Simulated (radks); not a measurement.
Values are calculated unless marked as measured or tabulated.
Valence configurations of the aluminium ion Al2+ (all share [Ne]). Code: a radial shooting solver on a logarithmic mesh with Libxc functionals. Model: scalar-relativistic Kohn-Sham, LDA (Slater exchange, Perdew-Wang correlation), spin-polarised, spherical densities, point nucleus; open shells are filled with parallel spins first. Energies are relative to 3s1; eigenvalues in eV for spin up.

valence      E (eV)  moment (Bohr magnetons)    e(3p)    e(3s)
3s1           0.000                        1        -  -24.585
3p1           6.612                        1  -18.587        -
3s0.5 3p0.5   3.307                        1  -18.291  -24.903

NIST lists [Ne] 3s1 as the ground configuration; this level of theory agrees among the configurations tried. The energies are those of spherical high-spin densities, not of single terms.
